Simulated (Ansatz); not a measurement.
This geometry of BClFH + ClH (6 atoms, charge 0, multiplicity 1) is a first-order saddle point.

All numbers below come from RKS B3LYP-D4/def2-SVPD (Ansatz).

```xyz
6
Properties=species:S:1:pos:R:3
B 0.087 -0.218 0.077
H 0.119 0.201 1.323
Cl 1.525 0.344 -0.795
F -1.131 -0.100 -0.441
Cl 0.320 -2.244 0.713
H 0.196 -0.837 1.413
```

**Question.** Which two structures does it join? (They come from a converged band through this point; their orientation in space is the band's.)

**Answer.** Bonds broken: B1–H2, Cl5–H6. Bonds formed: B1–Cl5, H2–H6. BClFH + ClH becomes BCl2F + H2.

First end point:

```xyz
6
Properties=species:S:1:pos:R:3
B 0.021 0.481 -0.189
H 0.067 0.886 0.934
Cl 1.463 0.477 -1.199
F -1.120 0.078 -0.716
Cl 0.538 -2.469 1.119
H 0.148 -2.307 2.341
```

Last end point:

```xyz
6
Properties=species:S:1:pos:R:3
B 0.160 -0.650 -0.591
H -0.057 0.303 2.254
Cl 1.533 0.394 -0.908
F -1.050 -0.129 -0.568
Cl 0.358 -2.371 -0.322
H 0.173 -0.401 2.424
```

**Question.** How far does it lie above each of them?

**Answer.** 25.9 kcal/mol above the first and 36.3 kcal/mol above the second. This is the barrier of this one path; another mechanism may lie lower. The orbitals stay closed-shell, which can raise the energy where a bond breaks towards radicals; this wasn't checked here.

Run time: 5.1 min on 4 threads of Arm Neoverse V1 (shared host), peak memory 0.27 GiB.
